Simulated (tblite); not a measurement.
Question: Write Cartesian coordinates for InChI=1S/CH7F2PSi2/c2-1-6(3)5-4/h6H,1,4-5H2/t6-/m1/s1 as optimised with GFN2-xTB.

Answer: 
```xyz
13
CH7F2PSi2 angstrom
F     -1.1060    1.1735   -1.2771
C     -1.9390    0.3916   -0.4925
Si    -0.8977   -0.9071    0.4767
F     -1.6684   -1.0003    1.9001
Si     1.2398   -0.0858    0.8249
P      2.3758   -0.2049   -1.1028
H     -2.6744   -0.0427   -1.1736
H     -2.4583    1.0809    0.1788
H     -1.1562   -2.2266   -0.0926
H      1.9968   -0.9096    1.7787
H      1.2231    1.2751    1.3901
H      1.6757    0.8068   -1.7290
H      3.3845    0.6495   -0.6995
```

Orientation and origin are arbitrary. Atoms count from 1 in this order. P6 (three-coordinate phosphorus) is pyramidal (angles 95.4°, 94.9° and 92.8°, sum 283.2°, 0.83 Å off the plane of its three neighbours). Si5 (SiH2 silicon) is distorted tetrahedral (angles from 105.5° to 112.6°). Si3 (fluorine-bound silicon) is distorted tetrahedral (angles from 101.9° to 122.9°).

Bonds between heavy atoms (Å): F1–C2 1.386, C2–Si3 1.926, Si3–F4 1.621, Si3–Si5 2.316, Si5–P6 2.241.

The geometry is computed with GFN2-xTB (gas phase).

Point group: C1 (no symmetry element, even within 0.4 Å). Its GFN2-xTB frequencies are all real (lowest 19 cm⁻¹). The numbers are those of one conformer (F1–C2–Si3–F4 144°, C2–Si3–Si5–P6 -75°, Si3–Si5–P6–H 71° and 164°). 3 starts were optimised and ended at 0.00, 0.56 and 2.39 kcal/mol (GFN2-xTB); the lowest of these is shown.
